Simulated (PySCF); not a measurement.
Structure with atom numbers: `[BH3-:1][N+:2]#[C:3][CH2:4][B:5]([F:6])[F:7]`. Hydrogens are named by the atom that carries them.

Geometry: PBE0-D3(BJ)/def2-SVP; GIAO shifts from PySCF, gas phase, non-relativistic, averaged over equivalent atoms.

At PBE0/pcSseg-1 (144 basis functions, 20 s wall time on 1 thread of an Arm Neoverse V1, shared host):
```csv
atoms,δ (ppm)
B5,26.0
B1,-36.3
N2,240.6
C3,111.4
C4,3.0
F6/F7,-56.3
H(C4),2.26
H(B1),2.17
```

References, each an isolated molecule treated in the same way: BF3·OEt2 for ¹¹B (σref 100.73); ¹⁵N (σref 265.67) vs NH3; ¹³C (σref 184.41) and ¹H (σref 31.27) against TMS; ¹⁹F (σref 177.25) vs CFCl3.

What do these become at PBE0/pcSseg-2?

Answers


| atoms | δ at PBE0/pcSseg-2 | change |
| --- | --- | --- |
| B5 | 25.3 | -0.7 |
| B1 | -36.3 | +0.0 |
| N2 | 239.5 | -1.1 |
| C3 | 113.4 | +2.0 |
| C4 | 2.9 | -0.1 |
| F6/F7 | -63.6 | -7.3 |
| H(C4) | 2.32 | +0.06 |
| H(B1) | 2.09 | -0.08 |

δ = σ(ref) − σ, references computed at the same level: BF3·OEt2 for ¹¹B (σ = 99.07 ppm); NH3 for ¹⁵N (σ = 261.69 ppm); ¹³C (σ = 184.13 ppm), ¹H (σ = 31.25 ppm) vs TMS; ¹⁹F (σ = 175.81 ppm) against CFCl3.

The largest change is at F6/F7 (fluorine bonded to B). Cost: 322 basis functions, 47 s wall time on 1 thread of an Arm Neoverse V1, shared host.

A carbon bonded to boron is broadened by the quadrupolar boron nucleus and is often missing from a measured spectrum. Unscaled 19F shifts against computed CFCl3 carry errors that often reach 10 to 50 ppm. Experimental scales use liquid or dissolved standards, which lie at an offset from isolated NH3 (liquid NH3: subtract about 20 ppm). Unscaled 15N shifts of sp2 nitrogen come out 20 to 40 ppm too high even then.
